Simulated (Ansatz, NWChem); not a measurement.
# CH6Ge (methyl germane): the vertical ionisation energy from total energies

The species is CH6Ge (8 atoms), meant as a singlet with charge 0. As SMILES, `[CH3][GeH3]`. The coordinates come from a PBE0-D4/def2-TZVP relaxation.

Both states at this one shape; open shells run unrestricted unless said. 1 Eh = 27.2114 eV.

| level | program | singlet CH6Ge (Eh) | doublet CH6Ge+ (Eh) |
| --- | --- | --- | --- |
| HF/def2-SVPD | Ansatz | -2116.430531 | -2116.047623 |
| SVWN5/def2-SVPD | Ansatz | -2114.844905 | -2114.435859 |
| wB97X/def2-SVPD | Ansatz | -2118.453978 | -2118.038166 |
| MP2/DGauss-DZVP, 10 core orbitals frozen | NWChem | -2116.430846 | -2116.017923 |

Q: Work out the vertical ionisation energy at each level.

A: 
1. HF/def2-SVPD: -2116.047623 − (-2116.430531) = 0.382908 Eh = 10.42 eV.
2. SVWN5/def2-SVPD: -2114.435859 − (-2114.844905) = 0.409046 Eh = 11.13 eV.
3. wB97X/def2-SVPD: -2118.038166 − (-2118.453978) = 0.415812 Eh = 11.31 eV.
4. MP2/DGauss-DZVP: -2116.017923 − (-2116.430846) = 0.412923 Eh = 11.24 eV.

No measured value is set beside it here; the levels span 10.42 to 11.31 eV. Hartree–Fock favours the state with fewer electron pairs, since it lacks pair correlation. All-electron rows are non-relativistic unless named.
